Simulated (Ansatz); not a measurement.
Geometry optimisation, Ansatz 0.2.0, RKS PBE0-D4/6-31G*.

Input:

```yaml
crystal:
  periodic: [false, false, false]
  atoms:
    - { symbol: C, position_ang: [-0.7215, -1.3211, 1.8849] }
    - { symbol: Al, position_ang: [0.8317, -0.9329, 0.7489] }
    - { symbol: Cl, position_ang: [2.7827, -1.6757, 1.3694] }
    - { symbol: C, position_ang: [0.7285, 0.125, -0.9456] }
    - { symbol: "N", position_ang: [-0.2371, -0.5868, -1.8837] }
    - { symbol: Si, position_ang: [0.023, 1.8534, -0.5411] }
    - { symbol: H, position_ang: [-1.633, -0.8175, 1.3967] }
    - { symbol: H, position_ang: [-0.582, -0.8121, 2.8705] }
    - { symbol: H, position_ang: [-0.9184, -2.3534, 2.0145] }
    - { symbol: H, position_ang: [1.6659, 0.2004, -1.3737] }
    - { symbol: H, position_ang: [-0.2695, -0.0502, -2.747] }
    - { symbol: H, position_ang: [-1.1921, -0.5667, -1.4619] }
    - { symbol: H, position_ang: [-0.1367, 2.6447, -1.7965] }
    - { symbol: H, position_ang: [0.9364, 2.5161, 0.392] }
    - { symbol: H, position_ang: [-1.2998, 1.7261, 0.1018] }
basis:
  gaussian: { orbitals: "6-31G*" }
hamiltonian:
  xc: pbe0
  dispersion: d4
relax:
  f_tol: 0.015
  max_steps: 40
output:
  orbitals: {}
```

Run as:

```bash
$ ansatz run input.yaml --threads 2 --pin off --max-ram 3072MiB --backend cpu --events-out ev --progress --plain --runs-dir out
```

**Question.** Where does it end, and by what steps?

**Answer.** It converged. After 18 steps the energy has fallen by 0.836 eV; H11 moved furthest, 1.45 Å. Joined: Al2–N5 (2.86 → 2.00 Å).

| step | energy less start (eV) | largest force component (eV/Å) | accepted |
| --- | --- | --- | --- |
| 0 | 0.0000 | 3.384 | yes |
| 1 | -0.2759 | 0.753 | yes |
| 2 | -0.3245 | 0.206 | yes |
| 3 | -0.3477 | 0.313 | yes |
| 4 | -0.3955 | 0.853 | yes |
| 5 | -0.4664 | 1.213 | yes |
| 6 | -0.5801 | 1.312 | yes |
| 7 | -0.6763 | 0.975 | yes |
| 8 | -0.7360 | 0.451 | yes |
| 9 | -0.7749 | 0.328 | yes |
| 10 | -0.7976 | 0.262 | yes |
| 11 | -0.8140 | 0.195 | yes |
| 12 | -0.8228 | 0.109 | yes |
| 13 | -0.8272 | 0.143 | yes |
| 14 | -0.8336 | 0.075 | yes |
| 15 | -0.8356 | 0.080 | yes |
| 16 | -0.8361 | 0.047 | yes |
| 17 | -0.8363 | 0.016 | yes |
| 18 | -0.8364 | 0.010 | yes |

```xyz
15
Properties=species:S:1:pos:R:3
C -0.768 -1.219 1.854
Al 0.626 -1.033 0.505
Cl 2.224 -2.451 0.418
C 0.822 0.471 -0.737
N 0.045 -0.686 -1.382
Si -0.104 2.071 -0.547
H -1.598 -0.524 1.683
H -0.374 -1.017 2.857
H -1.176 -2.236 1.869
H 1.790 0.582 -1.228
H 0.537 -1.109 -2.164
H -0.901 -0.457 -1.675
H -0.388 2.778 -1.837
H 0.675 2.984 0.332
H -1.431 1.794 0.081
```

Time of the run: 61 s on 2 threads of Intel(R) Xeon(R) 6975P-C (Granite Rapids) (shared host), peak memory 0.35 GiB.
